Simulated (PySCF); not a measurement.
Relaxation of quintet RuN(OH)

Level of theory: UPBE0 in PySCF with Ru def2-TZVP with ECP28, N def2-TZVP, O def2-TZVP, H def2-TZVP; scalar-relativistic core potentials, no spin–orbit coupling; density-fitted integrals. A (50,194) grid was used.

A hand-made bent (heavy-atom frame) start, with no symmetry imposed:

Coordinates in bohr (charge 0 multiplicity 5):
```
Ru    0.0958   -0.0105   -0.4644
N     2.7892   -0.0105    1.4215
O    -2.8144   -0.0105    1.5732
H    -3.7697    1.3792    2.2422
```

Task: What forces act on the atoms at the start (eV/Å)?

Result: 
| atom | Fx | Fy | Fz |
| --- | --- | --- | --- |
| Ru1 | 2.02 | -0.01 | 2.27 |
| N2 | -1.86 | 0.08 | -1.83 |
| O3 | -0.43 | -0.15 | -0.49 |
| H4 | 0.26 | 0.08 | 0.04 |

Task: What does it relax to?

Result: It ends at Cs with O–H 0.961 Å, Ru–N 1.668 Å, Ru–O 1.882 Å; H–O–Ru 117.0°, N–Ru–O 116.2° (after a last refinement on a finer grid). A frequency run shows a minimum. Other isomers or separated fragments may lie lower.

Task: How much energy is released, and in how many steps?

Result: 41.2 kJ/mol in 14 steps.

Other spin states or occupations of the open shell can lie lower. At this level a singlet minimum of Cs symmetry lies 140 kJ/mol below this structure.

The relaxation took 32 s on 4 threads of a shared Arm Neoverse V1 host, with 108 basis functions and 16 gradients; the process peaked at 0.69 GiB. Launch command: `OMP_NUM_THREADS=4 python axn.py task.json out`.
